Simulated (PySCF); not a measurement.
HSZn, charge +1, singlet, at a GFN2-xTB geometry (such geometries of metal compounds can be far from the true shape). Base run: PBE/6-31G** in PySCF.

Geometry (Å):
```xyz
3

Zn    -0.3613    -0.6514    -0.2644
S      0.5863     1.1863     0.4183
H      1.4597     0.5613     1.2400
```
Charge +1, spin multiplicity 1.
All else is at PySCF's defaults.
Base energy -2177.07636 Eh.

The base run was repeated with changes; each row names its change, and settings that it needs were set with it.

| change | ΔE vs base (µEh) | SCF cycles | outcome |
|---|---|---|---|
| base | 0.0 | 11 | converged |
| level_shift = 0.5 (with mf.max_cycle = 100) | 0.0 | 32 | converged |
| conv_tol_grad = 1e-7 | 0.0 | 13 | converged |
| init_guess = vsap | 0.0 | 12 | converged |
| DIIS = ADIIS | 0.0 | 17 | converged |
| DIIS = EDIIS | - | 50 | not converged |
| init_guess = huckel | 0.0 | 9 | converged |
| solver = newton | 0.0 | - | converged |
| conv_tol = 1e-4 | 5.6 | 7 | converged |
| level_shift = 1.0 (with mf.max_cycle = 100) | 0.0 | 62 | converged |
| conv_tol = 1e-6 | 0.2 | 8 | converged |
| init_guess = atom | 0.0 | 11 | converged |
| diis_space = 2 | 0.0 | 45 | converged |
